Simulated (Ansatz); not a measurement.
`[SeH][SiH]1BC1` + `N=C=C[SiH3]` → `N=C=C([SiH3])[SeH]` + `B1C[SiH2]1`  (formal exchange of groups at the Se–Si bond)

Calculated with Ansatz (gas phase, PBE0-D4/def2-TZVP geometries, no zero-point term in ΔE). CBS: MP2 limit from def2 TZ/QZ plus the TZ coupled-cluster correction, frozen cores. Functionals use def2-TZVPP. For Se outer-core shells are correlated without core-valence functions, which leaves a few kJ/mol of doubt a bond. Scalar relativity is left out up to krypton. Each species was taken in one conformer, which may not be the lowest.

`[SeH][SiH]1BC1`:

Z-matrix (Å, degrees):
```
Si
B 1 1.886
C 1 2.093 2 43.2
Se 1 2.267 2 124.5 3 114.1
H 1 1.479 2 126.9 3 -60.0
H 2 1.187 1 137.2 3 -135.9
H 3 1.093 1 82.3 2 -138.8
H 3 1.090 1 143.8 2 106.9
H 4 1.469 1 93.1 2 -162.0
```

`N=C=C[SiH3]`:

```xyz
9

N     1.682   -0.759    1.584
C     1.029   -0.646    0.566
C     0.385   -0.406   -0.546
Si   -1.009    0.807   -0.596
H     1.402   -1.472    2.250
H     0.697   -0.948   -1.434
H    -1.200    1.364    0.766
H    -0.717    1.911   -1.549
H    -2.268    0.149   -1.041
```

`N=C=C([SiH3])[SeH]`:

```xyz
10

N    -1.352   -2.116    0.571
C    -0.619   -1.237    0.172
C     0.259   -0.320   -0.148
Si    0.341    1.340    0.665
Se    1.572   -0.798   -1.466
H    -2.266   -2.219    0.141
H     1.648    1.504    1.350
H    -0.768    1.462    1.647
H     0.211    2.402   -0.367
H     0.975   -0.020   -2.566
```

`B1C[SiH2]1`:

```xyz
8

B     0.937   -0.709    0.085
C    -0.362   -0.471    0.765
Si    0.134    0.810   -0.733
H     1.495   -1.706   -0.239
H    -0.588    0.420    1.356
H    -1.083   -1.262    0.966
H    -0.084    2.128   -0.098
H    -0.449    0.789   -2.101
```

```csv
level,ΔE (eV)
r2SCAN-D4,1.24
CAM-B3LYP-D4,1.15
CAM-B3LYP,1.18
CCSD/def2-SVP,1.08
```

(1) What does CCSD(T)/CBS give? (An estimate is asked.)

Largest T1 diagnostic among the species: 0.015.

## Answers

(1) Computed: +1.19 eV. The listed levels differ from it by 0.05, -0.04, -0.01, -0.11 eV.

At CCSD(T), def2-SVP lies −0.12 eV from the extrapolated value and def2-TZVPP −0.05 eV. The D4 term adds −0.04 eV with B3LYP and −0.02 eV with PBE0; it sums over pairs of atoms, weighted by their polarisabilities, and B3LYP, whose exchange is more repulsive, gets the larger term. Leaving LDA and LC-ωPBE aside and taking each functional with its dispersion term where it has one, the values, not all of them listed here, spread over 0.12 eV, from BLYP-D4 to r2SCAN0-D4.

B3LYP here is the variant with VWN-RPA as its local correlation; programs differ in this.
